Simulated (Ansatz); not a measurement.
Reaction (redistribution): `C[CH2][Ge][NH2]` + `C[CH2][Sn][Cl]` → `[NH2][Ge][Cl]` + `C[CH2][Sn][CH2]C`

Computed with Ansatz on PBE0-D4/def2-TZVP structures; ΔE is electronic, products minus reactants. CCSD(T)/CBS is the MP2 limit (def2-TZVPP, def2-QZVPP) plus CCSD(T) − MP2 in def2-TZVPP, frozen cores. Functionals use def2-TZVPP. B3LYP here is the variant with VWN-RPA as its local correlation; programs differ in this. HSE06 is defined as in plane-wave codes. Elements past krypton have def2 core potentials. For Ge, Sn outer-core shells are correlated without core-valence functions, which leaves a few kJ/mol of doubt a bond. Scalar relativity is left out up to krypton. One conformer a species, not always the lowest.

| level | ΔE (kcal/mol) | difference from CCSD(T)/CBS |
| --- | --- | --- |
| LDA (SPW92) | 5.8 | -0.7 |
| PBE-D4 | 5.8 | -0.7 |
| revPBE-D4 | 5.5 | -1.0 |
| BLYP-D4 | 5.8 | -0.7 |
| r2SCAN-D4 | 6.3 | -0.2 |
| B97M-V | 6.9 | 0.4 |
| PBE0-D4 | 6.0 | -0.5 |
| B3LYP-D4 | 6.0 | -0.5 |
| r2SCAN0-D4 | 6.3 | -0.2 |
| HSE06-D4 | 6.0 | -0.5 |
| BHLYP-D4 | 6.3 | -0.2 |
| CAM-B3LYP-D4 | 6.3 | -0.2 |
| ωB97X-V | 6.3 | -0.2 |
| ωB97M-V | 5.7 | -0.8 |
| B2PLYP | 6.3 | -0.2 |
| PBE-QIDH | 6.2 | -0.3 |
| PBE | 6.3 | -0.2 |
| revPBE | 6.6 | 0.1 |
| BLYP | 6.8 | 0.3 |
| PBE0 | 6.5 | 0.0 |
| B3LYP | 6.8 | 0.3 |
| r2SCANh | 6.5 | 0.0 |
| r2SCAN0 | 6.5 | 0.0 |
| HSE06 | 6.5 | 0.0 |
| BHLYP | 6.9 | 0.4 |
| CAM-B3LYP | 6.7 | 0.2 |
| LC-ωPBE | 6.8 | 0.3 |
| RPA@PBE/def2-TZVPP | 5.4 | -1.1 |
| HF/def2-SVP | 8.4 | 1.9 |
| MP2/def2-SVP | 6.1 | -0.4 |
| CCSD/def2-SVP | 6.4 | -0.1 |
| CCSD(T)/def2-SVP | 6.2 | -0.3 |
| SCS-MP2/def2-TZVPP | 5.8 | -0.7 |
| CCSD/def2-TZVPP | 5.9 | -0.6 |
| CCSD(T)/def2-TZVPP | 5.5 | -1.0 |
| HF/def2-QZVPP | 7.7 | 1.2 |
| MP2/def2-QZVPP | 6.1 | -0.4 |
| SCS-MP2/def2-QZVPP | 6.4 | -0.1 |
| HF/CBS(def2) | 7.8 | 1.3 |
| MP2/CBS(def2) | 6.5 | 0.0 |
| CCSD(T)/CBS | 6.5 | 0 |

Task: What do rigid-rotor, harmonic-oscillator terms from PBE0-D4/def2-TZVP frequencies (298.15 K, 1 bar) make of the CCSD(T)/CBS value? (Estimate.)

Result: Computed: ΔZPE = -0.4 kcal/mol, ΔH = +6.2 kcal/mol, ΔS = -9 J/(mol·K), ΔG = +6.8 kcal/mol. Modes under 50 cm⁻¹ make the entropy rough.

Largest T1 diagnostic among the species: 0.013.

In def2-TZVPP, CCSD(T) changes the Hartree–Fock value by −2.0 kcal/mol (the triples alone add −0.4 kcal/mol) and MP2 by −2.0 kcal/mol. Leaving LDA and LC-ωPBE aside and taking each functional with its dispersion term where it has one, the values spread over 1.4 kcal/mol, from revPBE-D4 to B97M-V. The D4 term adds −0.8 kcal/mol with B3LYP and −0.5 kcal/mol with PBE0; it sums over pairs of atoms, weighted by their polarisabilities, and B3LYP, whose exchange is more repulsive, gets the larger term.
